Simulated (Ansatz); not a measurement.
A structure relaxed at B3LYP-D4/def2-SVPD in Ansatz, charge -1, doublet:

```
atom    x (Å)    y (Å)    z (Å)
 Cu1  -0.0154  -1.1379  -0.2055
  F2   1.6275  -1.6850  -0.9887
  F3  -1.5672  -1.4299   0.8157
  F4  -0.6548  -0.0147  -1.6064
  N5   1.1061  -0.8244   1.5394
  N6   1.9153   1.1800  -0.5962
  N7  -3.2973   0.6695  -0.4537
  H8   0.5407  -0.8093   2.3820
  H9   1.5190   0.0885   1.3252
 H10   1.8394  -1.5253   1.5830
 H11   2.4774   1.9074  -1.0306
 H12   0.9792   1.2201  -1.0154
 H13   2.2630   0.2706  -0.9196
 H14  -3.0533  -0.0771   0.2050
 H15  -3.1794   1.5390   0.0667
 H16  -2.5002   0.6286  -1.1009
```

**Question.** Give its formula.

**Answer.** CuN₃F₃H₉⁻.

**Question.** Summarise the bond lengths by kind (pairs closer than 1.2 times the sum of covalent radii, bridged metal pairs left out).

**Answer.** 3 × Cu–F 1.88 to 1.91 Å; 1 × Cu–N 2.10 Å; 9 × H–N 1.01 to 1.03 Å. The metal has 4 neighbours: F 1.90 Å, F 1.88 Å, F 1.91 Å, N 2.10 Å.

In the doublet geometry the species has come apart into loosely held pieces. The relaxation made no stability test and no search for a lower SCF solution. No other spin state of charge -1 was run. Another isomer (doublet) lies 0.08 eV lower at PBE0-D4/def2-TZVPD; other spin states weren't run for this one.
